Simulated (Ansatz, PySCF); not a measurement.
CH3F3Zr, SMILES [Zr]([CH3])([F])([F])[F], multiplicity 1.

Geometry optimised at r2SCAN-D4/def2-SVP. The spin state was assumed, not searched. The structure was generated by enumeration; whether it is a known compound was not checked. The def2 effective core potentials stand for the cores of Zr; spin–orbit coupling is left out.

Vertical ionisation energy (IE) and electron affinity (EA) in eV. Rows of orbital energies are one-electron estimates. Where ΔSCF, EOM or ADC give a negative EA the extra electron is unbound and the value depends on the basis.

```tsv
level	IE	EA
−ε(HOMO), −ε(LUMO), CAM-B3LYP/def2-TZVP (PySCF)	…	…
−ε(HOMO), −ε(LUMO), PBE/def2-TZVP (PySCF)	7.07	2.23
ΔSCF, CAM-B3LYP/def2-SVPD (Ansatz), final states of multiplicity 2 and 2	10.87	-0.62
ΔSCF, PBE/def2-SVPD (Ansatz), final states of multiplicity 2 and 2	10.62	-0.49
```

What belongs in the gaps? (The exact figures need the calculation; the answer reports its results.)


- −ε(HOMO), −ε(LUMO), CAM-B3LYP/def2-TZVP (PySCF), IE: 9.84
- −ε(HOMO), −ε(LUMO), CAM-B3LYP/def2-TZVP (PySCF), EA: 0.17

What vertical singlet–triplet gap does ΔSCF give with CAM-B3LYP/def2-SVPD (Ansatz, a first-principles code) and with PBE/def2-SVPD (Ansatz)? (An estimate is asked for; the answer gives what the named calculation found.)

5.03 and 5.15 eV (triplet above singlet where positive).
